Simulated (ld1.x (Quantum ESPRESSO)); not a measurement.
# LDA (PZ) TM dataset for neodymium (Nd), fully relativistic all-electron reference.

ld1.x (Quantum ESPRESSO) 7.5 input, shortened:

```
&input
   title='Nd', zed=60., rel=2, dft='PZ', iswitch=3,
   config='[Xe] 4f4 5d0 6s1.5 6p0', rel_dist='average'
 /
 &inputp
   pseudotype=2, tm=.true., lloc=0,
   nlcc=.true.
 /
4
6P  2  1   0.00   0.00  3.20  3.20  0.0
5D  3  2   0.00   0.00  3.55  3.55  0.0
4F  4  3   4.00   0.00  1.70  1.70  0.0
6S  1  0   1.50   0.00  3.75  3.75  0.0
 &test
   configts(1)='4f4 5d0 6s1.5 6p0'
 /
```

Open shells are filled in proportion to 2j + 1 (rel_dist='average').

All-electron outer shells of the reference configuration (LDA (PZ), scalar-relativistic, ld1.x):

```tsv
shell	level (eV)	outermost node (bohr)	outermost maximum (bohr)
5s	-43.45	0.72	1.32
5p	-25.04	0.77	1.50
6s	-5.97	1.77	3.60
4f	-4.79	–	0.67
5d	-4.68	0.88	2.21
6p	-3.25	2.12	4.68
```

What the tests gave:

```json
{
  "Cutoffs needed": "140 Ry and 200 Ry (the cutoffs (Ry, on a coarse ladder) from which the occupation-weighted sum of valence levels, in a spherical-Bessel basis at the reference potential, stays within 10 and 1 mRy of its value at 400 Ry)",
  "Ghost test": "ghost states, extra bound levels that the all-electron valence spectrum of the same l lacks: p1/2 at -101.1 eV, p3/2 at -54.3 eV; a true bound ghost makes a file unfit for plane-wave use (spherical-Bessel basis up to 400 Ry, 20 bohr box)",
  "Configuration tests": "5 of 7 tests not solved or not reliable; not counted: 4f3 5d0 6s2 6p0 (solver errors, printed error -1.3 eV)"
}
```

Generation and tests took about 2.4 s on one core of a shared server CPU.
